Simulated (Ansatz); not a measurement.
C3H5 (SMILES C=[C]C), doublet (typed; the unrestricted solution is spin-contaminated), geometry from GFN2-xTB; CCSD(T)/STO-3G in Ansatz (a program for electronic structure).

Here is a job for Ansatz.
Ansatz 0.2 input:
```yaml
crystal:
  periodic: [false, false, false]
  atoms:
    - {symbol: C, position_ang: [1.31352899, 0.25622584, -0.02192716]}
    - {symbol: C, position_ang: [0.02590858, 0.37408297, -0.01022305]}
    - {symbol: H, position_ang: [1.83787885, -0.70392499, -0.00249333]}
    - {symbol: H, position_ang: [1.97053843, 1.11335976, -0.05223491]}
    - {symbol: C, position_ang: [-1.20640148, -0.39885089, 0.02447718]}
    - {symbol: H, position_ang: [-1.00835162, -1.47840810, 0.05083729]}
    - {symbol: H, position_ang: [-1.78896803, -0.13645457, 0.90819127]}
    - {symbol: H, position_ang: [-1.80931420, -0.18331958, -0.85826214]}
basis:
  gaussian:
    orbitals: STO-3G
magnetization: {spin_polarized: true, initial_magnetization: 1}
correlation: {method: ccsd_t}
```

Output, abridged:

```
Functional definition: HF
275 factors; integrals over basis functions are off by at most 3.4e-5 eV
mean field evaluation 1: about -3128.3461 eV, gradient 1.0e1 eV
mean field evaluation 2: about -3128.4498 eV, gradient 1.0e1 eV
mean field evaluation 4: about -3129.5252 eV, gradient 1.4e0 eV
mean field evaluation 8: about -3129.8299 eV, gradient 1.9e-1 eV
mean field evaluation 16: about -3129.2924 eV, gradient 3.4e0 eV
mean field evaluation 32: about -3115.2902 eV, gradient 4.6e-1 eV
mean field -3129.82494291 eV, -115.0189451804 hartree, gradient 2.9e-6 eV, S^2 1.064017; 0 other end points of the search recorded, 0 dependent functions left out
3 core orbitals not correlated
reference -3129.82494291 eV, -115.0189451804 hartree; 9, 8 occupied and 8, 9 virtual orbitals, 275 factors
second order -3.55654869 eV of doubles, -0.00000000 eV of singles
cycle   1  -4.37101053 eV  change   -8.1e-1 eV  update   8.6e-2
cycle   2  -4.97691075 eV  change   -6.1e-1 eV  update   5.5e-2
cycle   3  -5.19207803 eV  change   -2.2e-1 eV  update   3.1e-2
cycle   4  -5.22670122 eV  change   -3.5e-2 eV  update   1.2e-2
cycle   5  -5.23289631 eV  change   -6.2e-3 eV  update   5.7e-3
cycle   6  -5.23746860 eV  change   -4.6e-3 eV  update   3.1e-3
cycle   7  -5.24267669 eV  change   -5.2e-3 eV  update   1.6e-3
cycle   8  -5.24412018 eV  change   -1.4e-3 eV  update   5.4e-4
cycle   9  -5.24423988 eV  change   -1.2e-4 eV  update   1.6e-4
cycle  10  -5.24428181 eV  change   -4.2e-5 eV  update   5.9e-5
cycle  11  -5.24427934 eV  change    2.5e-6 eV  update   1.8e-5
perturbative correction -0.04395575 eV, -0.0016153439 hartree
Total energy: -3135.11317800 eV, -115.2132842353 hartree
```
